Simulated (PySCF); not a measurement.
Isomers of C6H12Si2.

All values: PBE0/pcSseg-1 (PySCF) at GFN2-xTB geometries, gas phase, one conformer each.

Task: Rank by the highest Hirshfeld charge on any atom, lowest value first.
A. `[CH2:1]=[CH:2][Si@H:3]([CH3:4])[C:5]1=[CH:6][SiH2:7][CH2:8]1` with C1–C2–Si3–C4 104°, C2–Si3–C5–C6 111°
B. `[CH2:1]=[CH:2][C@H:3]([SiH3:4])[C:5]1=[CH:6][SiH2:7][CH2:8]1` with C1–C2–C3–Si4 -104°, C2–C3–C5–C6 -136°
C. `[CH:1]#[C:2][Si@@H:3]([SiH2:4][CH3:5])[CH:6]1[CH2:7][CH2:8]1` with C2–Si3–Si4–C5 26°, C2–Si3–C6–C7 -167°
D. `[CH2:1]=[CH:2][C@@H:3]([CH3:4])[C:5]1=[CH:6][SiH2:7][SiH2:8]1` with C1–C2–C3–C4 126°, C2–C3–C5–C6 19°

Result: D (+0.235 e), C (+0.291 e), B (+0.337 e), A (+0.366 e).

Task: Rank by dipole moment, highest first.
A. `[CH2:1]=[CH:2][C@@H:3]([CH3:4])[C:5]1=[CH:6][SiH2:7][SiH2:8]1` with C1–C2–C3–C4 126°, C2–C3–C5–C6 19°
B. `[CH2:1]=[CH:2][Si@H:3]([CH3:4])[C:5]1=[CH:6][SiH2:7][CH2:8]1` with C1–C2–Si3–C4 104°, C2–Si3–C5–C6 111°
C. `[CH:1]#[C:2][Si@@H:3]([SiH2:4][CH3:5])[CH:6]1[CH2:7][CH2:8]1` with C2–Si3–Si4–C5 26°, C2–Si3–C6–C7 -167°

Result: C (0.88 D), A (0.51 D), B (0.36 D).

Task: Rank by the lowest Hirshfeld charge on any atom, lowest value first.
A. `[CH2:1]=[CH:2][C@@H:3]([CH3:4])[C:5]1=[CH:6][SiH2:7][SiH2:8]1` with C1–C2–C3–C4 126°, C2–C3–C5–C6 19°
B. `[CH2:1]=[CH:2][C@H:3]([SiH3:4])[C:5]1=[CH:6][SiH2:7][CH2:8]1` with C1–C2–C3–Si4 -104°, C2–C3–C5–C6 -136°
C. `[CH2:1]=[CH:2][Si@H:3]([CH3:4])[C:5]1=[CH:6][SiH2:7][CH2:8]1` with C1–C2–Si3–C4 104°, C2–Si3–C5–C6 111°

Result: C (-0.214 e), B (-0.167 e), A (-0.140 e).

All values together:

| SMILES | μ (D) | HOMO (eV) | LUMO (eV) | lowest IAO charge (e) | highest IAO charge (e) | lowest Hirshfeld charge (e) | highest Hirshfeld charge (e) |
| --- | --- | --- | --- | --- | --- | --- | --- |
| C=C[Si@H](C)C1=C[SiH2]C1 | 0.36 | -7.56 | -0.53 | -0.717 (C) | +0.899 (Si) | -0.214 (C) | +0.366 (Si) |
| C=C[C@H]([SiH3])C1=C[SiH2]C1 | 0.39 | -6.90 | -0.15 | -0.541 (C) | +0.750 (Si) | -0.167 (C) | +0.337 (Si) |
| C#C[Si@@H]([SiH2]C)C1CC1 | 0.88 | -7.72 | -0.31 | -0.696 (C) | +0.627 (Si) | -0.209 (C) | +0.291 (Si) |
| C=C[C@@H](C)C1=C[SiH2][SiH2]1 | 0.51 | -7.40 | -0.36 | -0.410 (C) | +0.456 (Si) | -0.140 (C) | +0.235 (Si) |

Conformers: `[CH2:1]=[CH:2][Si@H:3]([CH3:4])[C:5]1=[CH:6][SiH2:7][CH2:8]1` with C1–C2–Si3–C4 104°, C2–Si3–C5–C6 111°; `[CH2:1]=[CH:2][C@H:3]([SiH3:4])[C:5]1=[CH:6][SiH2:7][CH2:8]1` with C1–C2–C3–Si4 -104°, C2–C3–C5–C6 -136°; `[CH:1]#[C:2][Si@@H:3]([SiH2:4][CH3:5])[CH:6]1[CH2:7][CH2:8]1` with C2–Si3–Si4–C5 26°, C2–Si3–C6–C7 -167°; `[CH2:1]=[CH:2][C@@H:3]([CH3:4])[C:5]1=[CH:6][SiH2:7][SiH2:8]1` with C1–C2–C3–C4 126°, C2–C3–C5–C6 19°.
